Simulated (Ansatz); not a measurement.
The same ligand exchange along the group B, Ga, In.

Calculated with Ansatz (gas phase, PBE0-D4/def2-TZVP geometries, no zero-point term in ΔE). CBS: MP2 limit from def2 TZ/QZ plus the TZ coupled-cluster correction, frozen cores. This one scheme is used for every species. Functionals use def2-TZVPP. def2 core potentials past Kr. For As, Ga, In outer-core shells are correlated without core-valence functions, which leaves a few kJ/mol of doubt a bond. Scalar relativity is left out up to krypton.

```
                                      reaction  CCSD/CBS(def2) (eV)  PBE-D4 (eV)  RPA@PBE/def2-TZVPP (eV)  B2PLYP (eV)
            `B[AsH2]` + CH₃OH → `BOC` + arsine                -1.30        -1.31                    -1.36        -1.39
`[GaH2][AsH2]` + CH₃OH → `C[O][GaH2]` + arsine                -0.03        -0.01                    -0.14        -0.10
`[AsH2][InH2]` + CH₃OH → `C[O][InH2]` + arsine                 0.41         0.40                     0.29         0.36
```

**Question.** Give the CCSD(T)/CBS values in the same order. (Estimate.)

**Answer.** Ansatz gave: -1.31, -0.04, 0.38 eV.

Largest T1 diagnostic: 0.017, for `C[O][InH2]`.
